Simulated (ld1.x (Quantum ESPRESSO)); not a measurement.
# Transferability test, ultrasoft potential for chlorine (Cl)

- Element: chlorine (Cl)
- Generator: ld1.x (Quantum ESPRESSO) 7.5
- Type: ultrasoft
- Functional: LDA (PZ)
- Relativity: scalar-relativistic
- Frozen core: [Ne]
- Valence charge: 7
- Reference configuration: 3s2 3p3 (charge +2)
- Partial waves: 3s (bound): rcut 1.10, rcutus 1.40 bohr; 3s channel at -2.25 Ry: rcut 1.10, rcutus 1.40 bohr; 3p (bound): rcut 0.85, rcutus 1.00 bohr; 3p channel at -1.25 Ry: rcut 0.85, rcutus 1.00 bohr
- Local potential: all-electron potential smoothed inside 0.95 bohr (lloc = -1)
- Core correction: none
- Augmentation charge: PSQ, radius 0.95 bohr

Energies are relative to the spin-unpolarised reference configuration 3s2 3p3; without spin polarisation the order of configurations can differ from experiment. Spin-polarised rows fill each open shell by Hund’s rule, majority spin first.

```
   valence configuration  charge  ΔE all-electron (eV)  error AE − PS (meV)
                 3s2 3p5       0               -39.500                  +13
                 3s2 3p4      +1               -25.528                 +6.0
                 3s2 3p1      +4                90.766                  +69
                 3s1 3p5      +1               -12.934                 +7.0
                 3s1 3p6       0               -27.451                  +13
3s2 3p3 (spin-polarised)      +2                -2.386                 +355
3s2 3p5 (spin-polarised)       0               -39.685                  +35
```

Question: What are ΔE and the potential's error for 3s2 3p2?

Answer: ΔE = 38.395 eV all-electron; the error (AE − PS) is +9.3 meV.

Question: What are ΔE and the potential's error for 3s2 3p4.5?

Answer: ΔE = -33.866 eV all-electron; the error (AE − PS) is +9.9 meV.

Levels in the configuration 3s1 3p6:

```tsv
level	all-electron (eV)	pseudo (eV)
3s	-21.346	-21.347
3p	-9.239	-9.243
```

Note: ghost state, extra bound levels that the all-electron valence spectrum of the same l lacks: p at -138.9 eV. A true bound ghost makes a file unfit for plane-wave use.
